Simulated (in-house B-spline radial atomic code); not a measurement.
RPA and G0W0 for Lu³⁺, [Xe] 4f14, as one setting changes: the radius of a hard wall (bohr). Start: PBE0. A dash marks a level of low quasi-particle weight. Computed with a B-spline radial code for spherical atoms: all electrons, scalar-relativistic (spin-free one-electron X2C), finite nucleus, each spin shell either full or empty, empty states to l = 9 with an (l + 1/2)⁻⁴ tail; G0W0 by contour deformation at full frequency.

Without the two-electron picture change, the correlation of inner shells comes somewhat too large for so heavy an element.

| radius of a hard wall (bohr) | mean-field level (eV) | G0W0 level (eV) | RPA correlation (Eh) |
| --- | --- | --- | --- |
| 2 | -13.167 | 4f -22.680 | -6.2841 |
| 2.5 | -30.65 | 4f -38.75 | -6.2777 |
| 3 | -36.70 | 4f -43.96 | -6.271 |
| 3.5 | -38.70 | 4f -45.51 | -6.2683 |
| 4 | ? | ? | ? |
| 5 | -39.54 | 4f -45.98 | -6.2655 |
| 6 | ? | ? | ? |
| 8 | -39.56 | 4f -45.98 | -6.263 |
| 12 | -39.56 | 4f -45.98 | -6.2618 |

(1) What belongs in the row for 4?

(2) What belongs in the row for 6?

## Answers

(1) mean-field level (eV): -39.32; G0W0 level (eV): 4f -45.90; RPA correlation (Eh): -6.267.

(2) mean-field level (eV): -39.56; G0W0 level (eV): 4f -45.98; RPA correlation (Eh): -6.2644.
